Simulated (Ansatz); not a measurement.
Basis-set extrapolation for AlH8NSi2 (PBE0-D4/def2-TZVP geometry, frozen core, the Gaussian-basis code of Ansatz). Multiplicity 1, RHF reference.

```
                      def2-TZVPP   def2-QZVPP
                 HF  -878.970949  -878.998415
    MP2 correlation    -0.557924    -0.597992
CCSD(T) correlation    -0.644342      not run
```

Energies in hartree. Use E(X) = E(∞) + A·exp(−7.88·√X) for Hartree–Fock and E(X) = E(∞) + B·X^(−2.97) for correlation, with X = 3 and 4, and add CCSD(T) minus MP2 of the smaller set to the MP2 limit.

Task: What is the CCSD(T) energy at the basis-set limit?

Result: HF limit: -878.998415 + (-0.027466) × 0.13774 = -879.00220. MP2 limit: -0.597992 + (-0.040068) × 0.74074 = -0.62767. Higher-order term: -0.644342 − (-0.557924) = -0.08642. Total: -879.71629 hartree, 63.4 kcal/mol below CCSD(T)/def2-TZVPP.
